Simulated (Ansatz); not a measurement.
Compare A (`CCCCBr`) with its isomer B (`CC(C)(C)Br`).

Program: Ansatz. Geometries: PBE0-D4/def2-TZVP. ΔE: electronic, gas phase. CCSD(T)/CBS adds triple-zeta CCSD(T) − MP2 to the extrapolated MP2 energy (def2 sets, frozen cores). DFT in def2-TZVPP. For Br outer-core shells are correlated without core-valence functions, which leaves a few kJ/mol of doubt a bond. Scalar relativity is left out up to krypton. Each species was taken in one conformer, which may not be the lowest.

A:

Z-matrix (Å, degrees):
```
C
C 1 1.518
H 1 1.092 2 111.4
H 1 1.094 2 111.4 3 120.2
H 1 1.094 2 111.1 3 -119.9
C 2 1.519 1 112.5 3 -179.9
H 2 1.094 1 109.9 3 58.3
H 2 1.096 1 109.8 3 -58.2
C 6 1.509 2 114.6 1 178.7
H 6 1.099 2 109.3 1 59.0
H 6 1.095 2 110.1 1 -57.4
Br 9 1.953 6 112.5 2 66.1
H 9 1.089 6 112.2 2 -52.3
H 9 1.088 6 112.1 2 -175.8
```

B:

Z-matrix (Å, degrees):
```
C
C 1 1.514
H 1 1.095 2 109.0
H 1 1.091 2 111.3 3 119.4
H 1 1.091 2 111.3 3 -119.4
C 2 1.514 1 111.8 3 -63.1
C 2 1.514 1 111.8 3 63.1
Br 2 1.991 1 107.1 3 -180.0
H 6 1.091 2 111.3 1 -177.6
H 6 1.091 2 111.3 1 -56.3
H 6 1.095 2 109.0 1 63.1
H 7 1.095 2 109.0 1 -63.1
H 7 1.091 2 111.3 1 177.6
H 7 1.091 2 111.3 1 56.3
```

Task: Which isomer does CCSD(T)/CBS put lower? Give the gap. (An estimate is asked.)

Result: Ansatz gave: B, by 5.6 kcal/mol.

Task: Give E(B) − E(A) in kcal/mol with HF/def2-TZVPP, r2SCAN-D4, ωB97M-V, CCSD(T)/def2-SVP, CCSD(T)/def2-TZVPP, CCSD/def2-TZVPP, MP2/def2-TZVPP. (Best estimate.)

Result: Ansatz gave: HF/def2-TZVPP -2.2, r2SCAN-D4 -5.4, ωB97M-V -4.9, CCSD(T)/def2-SVP -5.8, CCSD(T)/def2-TZVPP -5.4, CCSD/def2-TZVPP -4.7, MP2/def2-TZVPP -6.6. None reverses the order clearly.

Task: Does the order hold for the free energy at 298.15 K (harmonic terms from PBE0-D4)? (An estimate is asked.)

Result: The calculation gave: Yes: G(B) − G(A) = -5.0 kcal/mol, for one conformer each.

Largest T1 diagnostic: 0.008.

Leaving LDA and LC-ωPBE aside and taking each functional with its dispersion term where it has one, the values, not all of them listed here, spread over 1.2 kcal/mol, from B97M-V to HSE06-D4. LDA lies −2.2 kcal/mol from PBE without D4. The D4 term adds −1.6 kcal/mol with B3LYP and −0.8 kcal/mol with PBE0; it sums over pairs of atoms, weighted by their polarisabilities, and B3LYP, whose exchange is more repulsive, gets the larger term.

B3LYP here is the variant with VWN-RPA as its local correlation; programs differ in this.
